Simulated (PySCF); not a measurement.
C2H6N, SMILES C[N]C, multiplicity 2. Atoms are numbered in the order given.

```xyz
9

C      1.1867     0.0000     0.1717
N      0.0000     0.0000    -0.6381
C     -1.1867     0.0000     0.1717
H      1.2142     0.8825     0.8297
H      1.2142    -0.8825     0.8297
H      2.0791     0.0000    -0.4560
H     -1.2142     0.8825     0.8297
H     -2.0791     0.0000    -0.4560
H     -1.2142    -0.8825     0.8297
```
Charge 0, spin multiplicity 2.

Geometry: ωB97X-D3(BJ)/def2-TZVP. The isomer is the one that the SMILES or the coordinates give; other isomers of the formula were not compared.

Method: r2SCAN/def2-TZVPD (PySCF).

Mulliken values depend strongly on the basis, most of all with diffuse functions as here. ESP charges are fitted to the potential on shells at 1.4 to 2.0 van der Waals radii. Atomic charges (e):

| atom | Mulliken | meta-Löwdin | ESP fit | Mulliken spin |
|---|---|---|---|---|
| C1 | -0.52 | -0.25 | … | -0.09 |
| N2 | -0.20 | -0.20 | … | 0.95 |
| C3 | -0.52 | -0.25 | … | -0.09 |
| H4 | 0.23 | 0.11 | … | 0.06 |
| H5 | 0.23 | 0.11 | … | 0.06 |
| H6 | 0.17 | 0.12 | … | -0.01 |
| H7 | 0.23 | 0.11 | … | 0.06 |
| H8 | 0.17 | 0.12 | … | -0.01 |
| H9 | 0.23 | 0.11 | … | 0.06 |

### Question
What belongs in the gaps? (Estimate from the structure and the level; the computed values follow.)

### Answer

- C1, ESP fit: 0.02
- N2, ESP fit: -0.34
- C3, ESP fit: 0.02
- H4, ESP fit: 0.05
- H5, ESP fit: 0.05
- H6, ESP fit: 0.04
- H7, ESP fit: 0.05
- H8, ESP fit: 0.04
- H9, ESP fit: 0.05
